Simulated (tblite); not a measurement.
A geometry optimisation, step by step.

Compound: C4H5F3GeO.
Atom-mapped SMILES: `[CH3:1][O:2][GeH2:3][C:4]#[C:5][C:6]([F:7])([F:8])[F:9]` (hydrogens: H10, H11, H12 on C1; H13, H14 on Ge3)

Computed with GFN2-xTB (tblite), gas phase: L-BFGS steps from a force-field or distance-geometry start until the largest atomic force falls under 0.01 eV/Å. 5 of its 62 geometries are shown.

Step 0: E = -849.6697 eV, largest atomic force 1.850 eV/Å
```
atom  x, y, z in Å  |  force x, y, z in eV/Å
C1     -3.186    0.218   -0.166   -1.694   0.011   0.066
O2     -1.958   -0.210    0.314    1.120   0.208  -0.307
Ge3    -0.663    0.564   -0.668   -0.631   0.499  -0.551
C4      1.027    0.019   -0.060    1.280  -0.552   0.639
C5      2.109   -0.344    0.351   -0.758   0.275  -0.383
C6      3.418   -0.774    0.820    0.284   0.024   0.108
F7      3.316   -1.215    2.123    0.645   0.377  -1.455
F8      4.310    0.295    0.776   -0.785  -1.664   0.192
F9      3.898   -1.801    0.025   -0.168   1.256   1.226
H10    -4.001   -0.253    0.442    0.657   0.222  -0.340
H11    -3.346   -0.093   -1.224   -0.009   0.354   0.488
H12    -3.308    1.321   -0.058   -0.016  -0.506  -0.272
H13    -0.786    2.111   -0.538    0.035  -0.604   0.003
H14    -0.830    0.152   -2.159    0.042   0.100   0.586
```

Step 15: E = -850.0258 eV, largest atomic force 0.357 eV/Å
```
atom  x, y, z in Å  |  force x, y, z in eV/Å
C1     -3.278    0.216   -0.161   -0.042  -0.027   0.052
O2     -1.931   -0.079    0.151    0.127  -0.082   0.100
Ge3    -0.609    0.635   -0.753   -0.301   0.123  -0.147
C4      1.012   -0.032    0.004   -0.190   0.067  -0.077
C5      2.104   -0.368    0.376    0.020  -0.001   0.001
C6      3.421   -0.782    0.836    0.128  -0.054   0.062
F7      3.403   -1.226    2.099   -0.013  -0.034   0.087
F8      4.311    0.221    0.794   -0.001   0.103  -0.002
F9      3.934   -1.768    0.086   -0.017  -0.088  -0.061
H10    -3.904   -0.338    0.539    0.041  -0.049   0.027
H11    -3.528   -0.094   -1.179   -0.018   0.055   0.010
H12    -3.489    1.282   -0.044   -0.012   0.006  -0.067
H13    -0.699    2.136   -0.580    0.135  -0.101  -0.068
H14    -0.750    0.184   -2.191    0.144   0.084   0.083
```

Step 30: E = -850.0535 eV, largest atomic force 0.082 eV/Å
```
atom  x, y, z in Å  |  force x, y, z in eV/Å
C1     -3.284    0.191   -0.128   -0.045  -0.013   0.015
O2     -1.906   -0.033    0.098    0.035  -0.003   0.007
Ge3    -0.602    0.681   -0.809    0.074  -0.003  -0.001
C4      0.972   -0.034    0.006   -0.041   0.048  -0.053
C5      2.058   -0.380    0.393    0.017  -0.008   0.001
C6      3.382   -0.790    0.846   -0.014  -0.004   0.013
F7      3.381   -1.233    2.111    0.014  -0.011  -0.004
F8      4.257    0.230    0.792   -0.001  -0.023   0.013
F9      3.891   -1.773    0.086    0.000   0.002   0.028
H10    -3.824   -0.401    0.610   -0.011  -0.029   0.035
H11    -3.587   -0.129   -1.128    0.012   0.001  -0.014
H12    -3.550    1.243    0.000    0.019   0.011  -0.005
H13    -0.568    2.176   -0.652   -0.028   0.023  -0.012
H14    -0.618    0.242   -2.248   -0.030   0.009  -0.023
```

Step 46: E = -850.0660 eV, largest atomic force 0.108 eV/Å
```
atom  x, y, z in Å  |  force x, y, z in eV/Å
C1     -3.220    0.151   -0.081    0.046  -0.052   0.053
O2     -1.821   -0.010    0.066   -0.008   0.032  -0.016
Ge3    -0.589    0.755   -0.899    0.048  -0.027   0.029
C4      1.001    0.056   -0.102    0.009  -0.007   0.008
C5      2.021   -0.368    0.377    0.017   0.037  -0.027
C6      3.316   -0.815    0.880   -0.005   0.001  -0.016
F7      3.273   -1.260    2.143   -0.048   0.026  -0.019
F8      4.218    0.183    0.851    0.009  -0.018   0.023
F9      3.825   -1.811    0.137   -0.002  -0.009  -0.002
H10    -3.679   -0.472    0.690   -0.037   0.037  -0.041
H11    -3.555   -0.189   -1.066   -0.025   0.067   0.072
H12    -3.520    1.192    0.071   -0.009  -0.095  -0.050
H13    -0.611    2.251   -0.752    0.003   0.033   0.020
H14    -0.661    0.326   -2.337    0.002  -0.025  -0.035
```

Step 61: E = -850.0751 eV, largest atomic force 0.008 eV/Å
```
atom  x, y, z in Å  |  force x, y, z in eV/Å
C1     -3.165    0.108   -0.032    0.000  -0.001  -0.002
O2     -1.756    0.015    0.038    0.003   0.003  -0.001
Ge3    -0.578    0.812   -0.969   -0.001  -0.001   0.003
C4      1.032    0.135   -0.198   -0.007   0.002  -0.004
C5      2.039   -0.300    0.297    0.004   0.001   0.001
C6      3.266   -0.822    0.889    0.001  -0.001  -0.002
F7      3.080   -1.256    2.144    0.002  -0.001   0.001
F8      4.234    0.108    0.941   -0.001   0.003   0.002
F9      3.763   -1.855    0.191    0.000  -0.004   0.001
H10    -3.561   -0.532    0.758   -0.001   0.001   0.001
H11    -3.543   -0.239   -0.996   -0.002   0.000  -0.001
H12    -3.509    1.132    0.134    0.002  -0.002   0.000
H13    -0.625    2.308   -0.813    0.000   0.001   0.000
H14    -0.678    0.374   -2.406    0.000  -0.001   0.001
```

Question: Summarise the path.

Answer: The energy falls by 0.4053 eV from step 0 to step 61; nine tenths of that is first reached at step 17. It falls at every step. The largest force goes from 1.850 to 0.008 eV/Å. Among the bonds O2–Ge3 changes most, from 1.800 to 1.742 Å; the atoms move by 0.324 Å rms after alignment.

Question: Follow the three bonds and two angles with the largest change from start to end.

Answer: 
| step | E above end (eV) | largest force (eV/Å) | O2–Ge3 (Å) | Ge3–H13 (Å) | Ge3–H14 (Å) | C1–O2–Ge3 (°) | O2–Ge3–C4 (°) |
| --- | --- | --- | --- | --- | --- | --- | --- |
| 0 | 0.4053 | 1.850 | 1.800 | 1.557 | 1.556 | 108.4 | 110.3 |
| 3 | 0.1492 | 0.525 | 1.772 | 1.520 | 1.520 | 109.4 | 108.7 |
| 5 | 0.1183 | 0.288 | 1.763 | 1.501 | 1.502 | 111.1 | 108.5 |
| 8 | 0.0964 | 0.526 | 1.746 | 1.491 | 1.490 | 113.0 | 107.3 |
| 11 | 0.0732 | 0.144 | 1.748 | 1.504 | 1.504 | 115.7 | 106.7 |
| 13 | 0.0654 | 0.319 | 1.752 | 1.512 | 1.512 | 117.2 | 107.0 |
| 16 | 0.0427 | 0.281 | 1.751 | 1.510 | 1.509 | 123.0 | 106.7 |
| 19 | 0.0332 | 0.168 | 1.750 | 1.502 | 1.501 | 123.1 | 106.1 |
| 21 | 0.0297 | 0.114 | 1.752 | 1.507 | 1.507 | 123.5 | 106.2 |
| 24 | 0.0270 | 0.159 | 1.751 | 1.508 | 1.508 | 124.4 | 106.1 |
| 27 | 0.0236 | 0.081 | 1.745 | 1.500 | 1.500 | 125.1 | 105.1 |
| 29 | 0.0222 | 0.093 | 1.743 | 1.502 | 1.502 | 125.4 | 104.3 |
| 32 | 0.0208 | 0.063 | 1.743 | 1.507 | 1.506 | 125.7 | 103.6 |
| 34 | 0.0198 | 0.120 | 1.746 | 1.507 | 1.507 | 125.5 | 103.3 |
| 37 | 0.0170 | 0.122 | 1.747 | 1.506 | 1.506 | 125.0 | 102.5 |
| 40 | 0.0127 | 0.080 | 1.741 | 1.507 | 1.507 | 126.1 | 101.8 |
| 42 | 0.0115 | 0.060 | 1.742 | 1.506 | 1.506 | 126.4 | 101.6 |
| 45 | 0.0099 | 0.071 | 1.744 | 1.503 | 1.503 | 126.0 | 101.5 |
| 48 | 0.0059 | 0.180 | 1.736 | 1.505 | 1.505 | 127.1 | 100.7 |
| 50 | 0.0025 | 0.089 | 1.737 | 1.508 | 1.508 | 128.5 | 99.8 |
| 53 | 0.0010 | 0.059 | 1.744 | 1.505 | 1.505 | 127.9 | 99.9 |
| 56 | 0.0004 | 0.042 | 1.742 | 1.506 | 1.506 | 127.3 | 100.1 |
| 58 | 0.0001 | 0.028 | 1.742 | 1.506 | 1.507 | 127.6 | 100.0 |
| 61 | 0.0000 | 0.008 | 1.742 | 1.506 | 1.506 | 128.0 | 100.1 |

The cost below is that of the whole relaxation. On one thread of an Arm Neoverse V1 (shared host), this took 0.41 s wall.
